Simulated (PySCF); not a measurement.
## Predicted spectroscopic data

- coordinates at the GFN2-xTB level
- σ from GIAO-PBE0/pcSseg-1
- J couplings at B3LYP/pcJ-1 (spin–dipole term left out of most H,H and C,H couplings)
- run in PySCF 2.14
- fast rotation and ring inversion assumed for equivalent nuclei, single conformer, relativity neglected, no solvent

Shifts are taken against calculated references (same method and geometry level): ¹H (31.72 ppm), ¹³C (186.93 ppm) vs TMS. Multiplet labels drop J under 1 Hz and among equivalent protons, and merge close values. Unscaled 3J(H,H) run several per cent high. Splittings of carbon signals by F and P are missing where no couplings were computed. Where no couplings were computed, multiplicities follow the n + 1 count of equivalent neighbours, and m marks all less simple cases (inequivalent or close neighbours, rings, F or P nearby). Shifts are as computed. Against solution values, carbons near 30 ppm lie about +3 ppm off and those near 130 ppm about +5 ppm. Of 1211 compounds with measured shifts, 218 miss one by over three times the rms of a fit or turn the order of signals round; such compounds aren't used in these exercises. Across acyclic CH2–CH2 and CH–CH2 bonds, 3J(H,H) assumes equally populated rotamers. OH and NH positions are gas-phase values without hydrogen bonding to other molecules.

**1.** SMILES N[SiH2][Si@@H](P)C(F)(F)F, CH$_{7}$F$_{3}$NPSi$_{2}$. ¹H NMR (400 MHz, computed): δ 5.32 (m, 1H), 4.92 (m, 1H), 4.61 (m, 1H), 1.10 (m, 2H), 0.23 (br s, 2H). ¹³C{¹H} NMR (computed): δ 143.4 (C).

**2.** ethylenediamine (NCCN, C$_{2}$H$_{8}$N$_{2}$). ¹H NMR (400 MHz, computed): δ 2.51 (s, 4H), 0.45 (br s, 4H). ¹³C{¹H} NMR (computed): δ 56.2.
